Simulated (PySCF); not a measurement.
Record of a relaxation.

Compound: methyl 2-chlorobenzoate, C8H7ClO2.
Bonds: C1–O2, O2–C3, C3–O4 (double), C3–C5, C5–C6 (aromatic), C6–C7 (aromatic), C7–C8 (aromatic), C8–C9 (aromatic), C9–C10 (aromatic), C10–Cl11, C5–C10 (aromatic). Hydrogens: H12, H13, H14 on C1; H15 on C6; H16 on C7; H17 on C8; H18 on C9.

Method: PySCF 2.14.0, PBE0-D3(BJ)/def2-SVP geometry optimisation, gas phase; density fitting, grid level 1; the optimiser is geomeTRIC in internal coordinates, started from a GFN2-xTB structure. 4 of its 11 geometries are shown. The frame can shift and turn from step to step; on so coarse a grid that alone can change the energy by a few meV, and forces under 0.02 eV/Å are noise.

Step 0: E = -24996.0046 eV, largest atomic force 0.481 eV/Å
```
atom  x, y, z in Å  |  force x, y, z in eV/Å
C1      3.438   -0.156   -0.526   -0.448   0.004   0.035
O2      2.087    0.280   -0.534   -0.029  -0.309  -0.041
C3      1.173   -0.656   -0.270    0.325  -0.056   0.035
O4      1.455   -1.809   -0.050   -0.011   0.051  -0.048
C5     -0.231   -0.159   -0.297    0.283  -0.139  -0.040
C6     -1.218   -1.142   -0.396    0.069   0.100   0.031
C7     -2.557   -0.814   -0.434   -0.010   0.014  -0.010
C8     -2.937    0.518   -0.369    0.087  -0.036   0.007
C9     -1.977    1.506   -0.258   -0.043   0.018  -0.011
C10    -0.629    1.176   -0.221    0.193   0.150  -0.005
Cl11    0.498    2.466   -0.050   -0.079   0.426   0.067
H12     3.696   -0.568    0.451    0.121  -0.113   0.219
H13     3.591   -0.928   -1.283    0.088  -0.199  -0.171
H14     4.042    0.721   -0.747    0.165   0.258  -0.057
H15    -0.893   -2.171   -0.442    0.163  -0.411  -0.001
H16    -3.303   -1.590   -0.515   -0.324  -0.352  -0.042
H17    -3.981    0.788   -0.402   -0.460   0.141  -0.008
H18    -2.263    2.545   -0.199   -0.090   0.453   0.039
```

Step 3: E = -24996.0404 eV, largest atomic force 0.183 eV/Å
```
atom  x, y, z in Å  |  force x, y, z in eV/Å
C1      3.430   -0.212   -0.687    0.037   0.003   0.033
O2      2.080    0.214   -0.684    0.043  -0.052   0.021
C3      1.195   -0.652   -0.201   -0.110  -0.094  -0.049
O4      1.485   -1.758    0.184    0.011   0.005  -0.031
C5     -0.212   -0.149   -0.242   -0.070   0.059   0.009
C6     -1.219   -1.122   -0.327    0.113  -0.041   0.006
C7     -2.562   -0.778   -0.385   -0.018  -0.036   0.002
C8     -2.931    0.565   -0.336   -0.010   0.013   0.001
C9     -1.957    1.550   -0.226    0.013  -0.061  -0.010
C10    -0.606    1.197   -0.182    0.034   0.179   0.019
Cl11    0.522    2.497    0.008   -0.028   0.053   0.009
H12     3.726   -0.588    0.303   -0.008   0.010  -0.006
H13     3.583   -1.017   -1.421   -0.009   0.000  -0.002
H14     4.027    0.667   -0.958   -0.009  -0.011  -0.014
H15    -0.901   -2.166   -0.350   -0.009  -0.006   0.010
H16    -3.322   -1.558   -0.463    0.006   0.002   0.002
H17    -3.985    0.853   -0.374    0.007  -0.011  -0.003
H18    -2.226    2.606   -0.167    0.007  -0.013   0.000
```

Step 7: E = -24996.0491 eV, largest atomic force 0.056 eV/Å
```
atom  x, y, z in Å  |  force x, y, z in eV/Å
C1      3.442   -0.214   -0.643   -0.012   0.005  -0.030
O2      2.099    0.235   -0.648    0.012  -0.003   0.024
C3      1.187   -0.655   -0.272    0.018   0.032  -0.016
O4      1.457   -1.796    0.010   -0.009  -0.016   0.007
C5     -0.212   -0.129   -0.276    0.004   0.003   0.010
C6     -1.208   -1.114   -0.327   -0.041   0.021   0.022
C7     -2.556   -0.786   -0.349    0.003  -0.015  -0.003
C8     -2.935    0.555   -0.304   -0.040   0.021  -0.003
C9     -1.969    1.552   -0.230   -0.004  -0.045   0.002
C10    -0.613    1.219   -0.215    0.041  -0.031  -0.022
Cl11    0.499    2.536   -0.077    0.020   0.029   0.002
H12     3.717   -0.613    0.344    0.009   0.005   0.002
H13     3.592   -1.008   -1.391   -0.007  -0.004   0.007
H14     4.056    0.659   -0.890    0.003  -0.001   0.007
H15    -0.878   -2.155   -0.344    0.005   0.009  -0.012
H16    -3.311   -1.574   -0.399   -0.002   0.002   0.001
H17    -3.991    0.832   -0.321   -0.004  -0.003   0.004
H18    -2.251    2.605   -0.176    0.005  -0.009  -0.002
```

Step 10: E = -24996.0501 eV, largest atomic force under 0.02 eV/Å
```
atom  x, y, z in Å  |  force x, y, z in eV/Å
C1      3.445   -0.217   -0.638    0.000  -0.001  -0.006
O2      2.106    0.241   -0.627    0.001  -0.001   0.004
C3      1.187   -0.657   -0.288   -0.001   0.000   0.002
O4      1.450   -1.808   -0.040    0.000   0.002   0.000
C5     -0.211   -0.128   -0.281    0.002   0.001  -0.002
C6     -1.211   -1.111   -0.321   -0.005   0.006   0.000
C7     -2.559   -0.784   -0.333   -0.003  -0.007   0.001
C8     -2.937    0.557   -0.290    0.003   0.003   0.001
C9     -1.968    1.552   -0.231   -0.001  -0.004   0.000
C10    -0.610    1.220   -0.228    0.003   0.001  -0.001
Cl11    0.499    2.542   -0.112    0.002   0.002  -0.002
H12     3.728   -0.624    0.344    0.000   0.001   0.000
H13     3.581   -1.008   -1.391    0.001  -0.002   0.001
H14     4.063    0.654   -0.883    0.001  -0.001  -0.002
H15    -0.880   -2.151   -0.342   -0.001   0.000   0.002
H16    -3.314   -1.572   -0.373   -0.001   0.000   0.002
H17    -3.994    0.836   -0.296    0.000  -0.001   0.001
H18    -2.248    2.605   -0.181    0.001   0.000  -0.001
```

Problem. Summarise the path.

Solution. The energy falls by 1.05 kcal/mol from step 0 to step 10; nine tenths of that is first reached at step 5. It rises by more than 0.2 meV at step 2. The largest force goes from 0.481 to under 0.02 eV/Å. Among the bonds C8–H17 changes most (a near tie, within 0.001 Å, with another), from 1.080 to 1.093 Å; the atoms move by 0.032 Å rms after alignment.

The cost below is that of the whole optimisation. The run took about 9 min of CPU time (one thread, shared machine).
